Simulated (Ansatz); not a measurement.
Reactions of C3H5NO, SMILES `COCC#N`.

Gas-phase electronic energies from Ansatz, PBE0-D4/def2-TZVP geometries. CBS: MP2 limit from def2 TZ/QZ plus the TZ coupled-cluster correction, frozen cores. This one scheme is used for every species. Triplets are unrestricted, without spin–orbit coupling. For Ge outer-core shells are correlated without core-valence functions, which leaves a few kJ/mol of doubt a bond. Scalar relativity is left out up to krypton. One conformer a species, not always the lowest.

Task: Order these by ΔE at CCSD(T)/CBS, lowest first. (Estimate.)
A. `COCC#N` + CH₃OH → `COC#N` + dimethyl ether
B. `COCC#N` → `COC#N` + `[CH2]` (triplet)
C. `COCC#N` → `N=CC1CO1`
D. `COCC#N` → `CC(N)=C=O`
E. `COCC#N` + `N#[C][GeH]([F])[F]` → `N#[C][Ge]([F])([F])[C]#N` + dimethyl ether

Result: E (-0.04 eV), D (+0.18 eV), A (+0.62 eV), C (+0.77 eV), B (+4.72 eV).

Largest T1 diagnostic: 0.015, for `CC(N)=C=O`.
